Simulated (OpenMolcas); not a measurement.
**Yb3+: effect of the metal basis and ligand basis**

Yb3+ with 2 ligands (iodide) in linear coordination (D∞h) at 2.74 Å.

```yaml
Program: OpenMolcas
Method: CASSCF
Spin-orbit_coupling: RASSI with atomic mean-field integrals over the reference wave functions
```

Fixed: active space 13 electrons in 7 orbitals (4f), DKH2 Hamiltonian.

States (labels by Λ). Energies in cm-1 above the lowest state or level, χT in cm3 K/mol.

```json
{"Run": "A", "Metal basis": "ANO-RCC-VDZP", "Ligand basis": "ANO-RCC-VDZP", "Ground state": "2Σ", "First state of that spin": "2Π 235.4", "First gap with spin-orbit (degeneracies)": "261.7 (2, 2)", "Width of lowest J": "1400", "χT at 300 K": "2.360", "Cost": "roughly 23 core-seconds"}
{"Run": "B", "Metal basis": "ANO-RCC-VTZP", "Ligand basis": "ANO-RCC-VTZP", "Ground state": "2Σ", "First state of that spin": "2Π 283.5", "First gap with spin-orbit (degeneracies)": "318.3 (2, 2)", "Width of lowest J": "1611", "χT at 300 K": "2.314", "Cost": "roughly 100 core-seconds"}
```

Against A, the width of the lowest J multiplet changes by +15.1 % in B.

Costs are those of the RASSCF and RASSI steps.

Without dynamic correlation the ligand-field splitting of an f shell can come out too small, at times by half. No measured value stands beside these numbers; the geometry is a model, was not optimised and need not be the one that this ion takes.
